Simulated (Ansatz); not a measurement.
Gas-phase electronic energies from Ansatz, PBE0-D4/def2-TZVP geometries. CCSD(T)/CBS is the MP2 limit (def2-TZVPP, def2-QZVPP) plus CCSD(T) − MP2 in def2-TZVPP, frozen cores. DFT in def2-TZVPP. B3LYP here is the variant with VWN-RPA as its local correlation; programs differ in this. For Ge, Se outer-core shells are correlated without core-valence functions, which leaves a few kJ/mol of doubt a bond. Scalar relativity is left out up to krypton. Each species was taken in one conformer, which may not be the lowest.

Consider the redistribution: `O[SiH2][SeH]` + `[OH][GeH]([SiH3])[SH]` → `[OH][GeH]([SH])[SeH]` + `O[SiH2][SiH3]`.

`O[SiH2][SeH]`:

```xyz
7

O    -1.350    0.699   -0.591
Si    0.242    0.418   -0.308
Se    0.651   -0.500    1.741
H    -1.971    0.002   -0.376
H     0.827   -0.506   -1.311
H     0.887    1.746   -0.344
H     0.715   -1.859    1.190
```

`[OH][GeH]([SiH3])[SH]`:

Cartesian coordinates in Å:
```
O 0.444 1.100 1.638
Ge -0.445 -0.135 0.705
Si 1.053 -0.795 -1.022
S -2.327 0.733 -0.118
H -0.123 1.555 2.267
H -0.960 -1.245 1.644
H 1.235 0.356 -1.943
H 0.452 -1.935 -1.760
H 2.363 -1.200 -0.450
H -1.693 1.566 -0.960
```

`[OH][GeH]([SH])[SeH]`:

Z-matrix (Å, degrees):
```
Ge
S 1 2.218
Se 1 2.348 2 105.8
O 1 1.773 2 109.4 3 123.0
H 1 1.531 2 114.8 3 -121.0
H 2 1.345 1 93.1 3 -165.9
H 3 1.469 1 91.7 2 33.2
H 4 0.961 1 112.4 2 -62.9
```

`O[SiH2][SiH3]`:

Cartesian coordinates in Å:
```
O -1.574 0.280 1.317
Si -0.212 -0.533 0.850
Si 0.616 0.218 -1.215
H -1.511 1.230 1.418
H 0.872 -0.405 1.868
H -0.612 -1.960 0.765
H 1.868 -0.511 -1.557
H 0.927 1.674 -1.142
H -0.374 0.008 -2.305
```

```tsv
level	ΔE (eV)
PBE-D4	0.26
PBE0-D4	0.27
ωB97X-V	0.28
PBE0	0.28
B3LYP	0.29
HF/def2-TZVPP	0.29
SCS-MP2/def2-TZVPP	0.30
CCSD(T)/def2-TZVPP	0.28
```

Q: What does CCSD(T)/CBS give? (Estimate.)

A: Ansatz gave: +0.32 eV. The listed levels differ from it by -0.06, -0.05, -0.04, -0.04, -0.03, -0.03, -0.02, -0.04 eV.

Largest T1 diagnostic among the species: 0.012.
